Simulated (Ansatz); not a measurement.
Bond stretch in C4HCoO4, SMILES [O+]#[C-]->[CoH](<-[C-]#[O+])(<-[C-]#[O+])<-[C-]#[O+]. The Co1–H10 bond (Co1 also carries C, C, C, C; H10 carries nothing else) is stretched with both fragments frozen at the PBE0/def2-SVP optimised geometry.

- RKS-PBE = restricted PBE/def2-SVP in Ansatz (a quantum-chemistry and plane-wave program)
- UKS-PBE = unrestricted PBE/def2-SVP run with Ansatz
- UKS-CAM-B3LYP = unrestricted CAM-B3LYP/def2-SVP run with Ansatz
- UKS-PBE0 = unrestricted PBE0/def2-SVP (Ansatz)

Energies relative to the lowest point of each curve near equilibrium, in kJ/mol; the last columns give the difference from UKS-PBE0:

```
R / Å  RKS-PBE  UKS-PBE  UKS-CAM-B3LYP  UKS-PBE0  RKS-PBE − UKS-PBE0  UKS-PBE − UKS-PBE0  UKS-CAM-B3LYP − UKS-PBE0
-----  -------  -------  -------------  --------  ------------------  ------------------  ------------------------
1.20      91.3     91.3           83.3      84.5                 6.8                 6.8                      -1.2
1.31      28.2     28.2           23.8      24.5                 3.7                 3.7                      -0.7
1.38       9.0      9.0            6.5       6.9                 2.0                 2.0                      -0.4
1.44       1.4      1.4            0.6       0.7                 0.7                 0.7                      -0.1
1.47       0.0      0.0            0.0       0.0                 0.0                 0.0                       0.0
1.52       0.6      0.6            1.9       1.7                -1.1                -1.1                       0.2
1.58       5.2      5.2            8.1       7.7                -2.4                -2.4                       0.4
1.66      16.4     16.4           21.2      20.5                -4.1                -4.1                       0.7
1.78      40.0     40.0           47.9      46.8                -6.8                -6.8                       1.1
1.96      83.4     83.4           96.1      94.3               -10.9               -10.9                       1.8
2.13     126.6    126.6          144.2     141.7               -15.1               -15.1                       2.5
2.43     197.7    197.7          204.4     204.9                -7.2                -7.2                      -0.5
2.71     253.4    245.2          233.8     233.6                19.8                11.6                       0.2
3.09     311.5    272.2          252.4     250.3                61.2                21.9                       2.1
3.60     362.7    283.3          261.5     257.7               105.0                25.7                       3.8
4.31     399.8    287.0          264.8     260.1               139.7                26.9                       4.7
```

RKS-PBE is furthest from UKS-PBE0 at 4.31 (139.7 kJ/mol, above); its mean absolute difference over the points is 24.2 kJ/mol.

UKS-PBE is furthest from UKS-PBE0 at 4.31 (26.9 kJ/mol, above); its mean absolute difference over the points is 9.2 kJ/mol.

UKS-CAM-B3LYP is furthest from UKS-PBE0 at 4.31 (4.7 kJ/mol, above); its mean absolute difference over the points is 1.3 kJ/mol.

The restricted form behind RKS-PBE keeps the bonding electrons paired and can't separate into open-shell fragments. The unrestricted determinant behind UKS-PBE is spin-contaminated at 2.71 to 4.31 Å (<S²> up to 1.0, against 0.00 for a pure singlet). The unrestricted determinant behind UKS-CAM-B3LYP is spin-contaminated at 2.13 to 4.31 Å (<S²> up to 1.0, against 0.00 for a pure singlet). The unrestricted determinant behind UKS-PBE0 is spin-contaminated at 2.43 to 4.31 Å (<S²> up to 1.0, against 0.00 for a pure singlet).
